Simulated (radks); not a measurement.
Polarisability of neutral nitrogen, [He] 2s2 2p3, at imaginary frequency. Method: scalar-relativistic Kohn-Sham, LDA (Slater exchange, VWN5 correlation), spin-unpolarised, spherical densities, finite nucleus; Fermi nuclear charge, rms radius 2.5582 fm; computed with a radial shooting solver on a logarithmic mesh with Libxc functionals. Response by self-consistent Sternheimer equations with the Hartree and adiabatic LDA kernel, the relativistic mass of each level held fixed and spin-orbit coupling left out.

w (hartree),alpha1(iw) (bohr^3)
0.00266,9.034
0.0143,9.024
0.0360,8.970
0.0697,8.802
0.118,8.414
0.186,7.701
0.280,6.631
0.413,5.293
0.605,3.870
0.892,2.560
1.35,1.508
2.12,0.7683
3.59,0.3212
6.94,0.09964
17.5,0.01842

Static values: alpha1 = 9.034 bohr^3 (1.339 angstrom^3; uncoupled 11.32). C6 = 31.78, triple-dipole C9 = 203.0 atomic units. One-pole (London) frequency 4 C6 / (3 alpha1^2) = 0.519 hartree, against 0.266 for minus the highest occupied eigenvalue. Recommended static value: 7.4 bohr^3 (Schwerdtfeger and Nagle, 2023 table).

Beside tabulated values, note that spin-unpolarised runs miss the spin-polarisation part of the exchange energy of open shells.
